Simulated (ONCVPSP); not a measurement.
How hard is this Zr ONCV potential?

```json
{
 "Element": "Zr",
 "Generator": "ONCVPSP 4.0.1",
 "Type": "optimised norm-conserving Vanderbilt (ONCV)",
 "Functional": "LDA (Perdew-Zunger)",
 "Relativity": "scalar-relativistic",
 "Frozen core": "[Kr]",
 "Valence charge": "4",
 "Reference configuration": "4d2 5s2",
 "Partial waves": "5s: rc 2.60 bohr, ncon 5, nbas 9, qcut 2.2 1/bohr, 2 projectors, debl 1.6 Ha; p scattering state at 0.04 Ha: rc 4.10 bohr, ncon 3, nbas 8, qcut 3.5 1/bohr, 2 projectors, debl 3.7 Ha; 4d: rc 3.10 bohr, ncon 4, nbas 9, qcut 4.7 1/bohr, 1 projector",
 "Local potential": "polynomial inside 2.35 bohr (lpopt 3, dvloc0 0 Ha)",
 "Core correction": "Teter function, fcfact 3.25, rcfact 1.1"
}
```

In the p channel the program set the typed energies aside and used 0.050, 3.750 Ha.

Task: For each optimised wave give the share of its norm inside rc, the residual kinetic energy above qcut (Ha) and the cutoffs (Ha) for errors of 10, 1, 0.1 and 0.01 mHa per electron.

Result:

```
         wave  norm inside rc  residual KE  10 mHa  1 mHa  0.1 mHa  0.01 mHa
           5s           0.195      3.1e-03     1.3   17.7     32.3      36.4
s projector 2           0.151      1.3e-01    22.7   41.4     46.5      53.2
p projector 1           0.111      4.2e-10     0.3    1.5      2.8       3.6
p projector 2           0.204      2.4e-03     5.5    7.5     15.7      28.0
           4d           0.804      3.9e-06     6.5    8.2      9.4      11.1
```

The occupied waves need 18 Ha and 32 Ha for 1 and 0.1 mHa. Note: no bound ghost flagged but for a GHOST(-) flag that falls on a real empty level of the atom; GHOST(+) flagged for s at 40.1 eV, p at 109.7 eV, s at 172.2 eV.
